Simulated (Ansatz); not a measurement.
`C[Se]BCF` + `[AlH2][SiH2]O[SiH3]` → `C[Se][BH][AlH2]` + `FC[SiH2]O[SiH3]`  (redistribution)

Calculated with Ansatz (gas phase, PBE0-D4/def2-TZVP geometries, no zero-point term in ΔE). CBS: MP2 limit from def2 TZ/QZ plus the TZ coupled-cluster correction, frozen cores. DFT in def2-TZVPP. B3LYP here is the variant with VWN-RPA as its local correlation; programs differ in this. For Se outer-core shells are correlated without core-valence functions, which leaves a few kJ/mol of doubt a bond. Scalar relativity is left out up to krypton. Each species was taken in one conformer, which may not be the lowest.

```json
{"level": "PBE-D4", "ΔE (kcal/mol)": "4.0", "difference from CCSD(T)/CBS": "1.2"}
{"level": "PBE0-D4", "ΔE (kcal/mol)": "4.3", "difference from CCSD(T)/CBS": "1.5"}
{"level": "B3LYP-D4", "ΔE (kcal/mol)": "3.3", "difference from CCSD(T)/CBS": "0.5"}
{"level": "PBE", "ΔE (kcal/mol)": "4.8", "difference from CCSD(T)/CBS": "2.0"}
{"level": "r2SCAN", "ΔE (kcal/mol)": "3.3", "difference from CCSD(T)/CBS": "0.5"}
{"level": "B3LYP", "ΔE (kcal/mol)": "4.5", "difference from CCSD(T)/CBS": "1.7"}
{"level": "CCSD/def2-TZVPP", "ΔE (kcal/mol)": "3.4", "difference from CCSD(T)/CBS": "0.6"}
{"level": "CCSD(T)/def2-TZVPP", "ΔE (kcal/mol)": "3.0", "difference from CCSD(T)/CBS": "0.2"}
{"level": "HF/def2-QZVPP", "ΔE (kcal/mol)": "4.7", "difference from CCSD(T)/CBS": "1.9"}
{"level": "HF/CBS(def2)", "ΔE (kcal/mol)": "4.6", "difference from CCSD(T)/CBS": "1.8"}
{"level": "CCSD(T)/CBS", "ΔE (kcal/mol)": "2.8", "difference from CCSD(T)/CBS": "0"}
```

Largest T1 diagnostic among the species: 0.014.

In def2-TZVPP, CCSD(T) changes the Hartree–Fock value by −1.8 kcal/mol (the triples alone add −0.4 kcal/mol) and MP2 by −2.1 kcal/mol. The D4 term adds −1.2 kcal/mol with B3LYP and −0.6 kcal/mol with PBE0; it sums over pairs of atoms, weighted by their polarisabilities, and B3LYP, whose exchange is more repulsive, gets the larger term.
